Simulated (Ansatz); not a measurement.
`N[Si]1(O)CC1` + `[SiH3]BCl` → `O[Si]1([SiH3])CC1` + `NBCl`  (redistribution)

Calculated with Ansatz (gas phase, PBE0-D4/def2-TZVP geometries, no zero-point term in ΔE). CBS: MP2 limit from def2 TZ/QZ plus the TZ coupled-cluster correction, frozen cores. This one scheme is used for every species. DFT in def2-TZVPP. One conformer a species, not always the lowest.

| level | ΔE (eV) |
| --- | --- |
| B2PLYP | -1.11 |
| CCSD/def2-TZVPP | -1.06 |
| CCSD(T)/def2-TZVPP | -1.08 |
| MP2/CBS(def2) | -1.09 |

(1) What does CCSD(T)/CBS give? (An estimate is asked.)

Largest T1 diagnostic among the species: 0.014.

Results:

(1) The calculation gave: -1.07 eV. The listed levels differ from it by -0.04, 0.01, -0.01, -0.02 eV.

From PBE to PBE0 (25 % exact exchange), in def2-TZVPP and without D4, ΔE moves by +0.03 eV. In def2-TZVPP, CCSD(T) changes the Hartree–Fock value by −0.08 eV (the triples alone add −0.02 eV) and MP2 by −0.11 eV.
